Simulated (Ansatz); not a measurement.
Frontier orbitals of C2H11GeNSi (`C[SiH](C)[NH][GeH3]`).

Charge 0, multiplicity 1. Correlated methods include outer-core shells of Ge, which these sets cover unevenly. Scalar relativity is left out up to krypton. Geometry: relaxed with PBE0-D4/def2-TZVP. It is one conformer, not always the lowest. Basis def2-TZVPP, Ansatz 0.2.0.

Orbital energies of one run (eV). Highest occupied ones, from the top: -5.95, -7.62, -7.78, -8.43, -8.79, -8.91, -9.84, -9.88, -10.21, -10.45, -10.63, -12.81, -14.15, -17.60. Empty: 0.04, 0.78, 1.07, 1.27, 1.66, 1.89.

(1) Which functional gave them?
A. HSE06 (plane-wave form)
B. r2SCAN
C. BHLYP
D. r2SCAN0

Answers

(1) B. HOMO energies: r2SCAN -5.95, r2SCAN0 -7.20, BHLYP -8.26, HSE06 -6.60 eV.
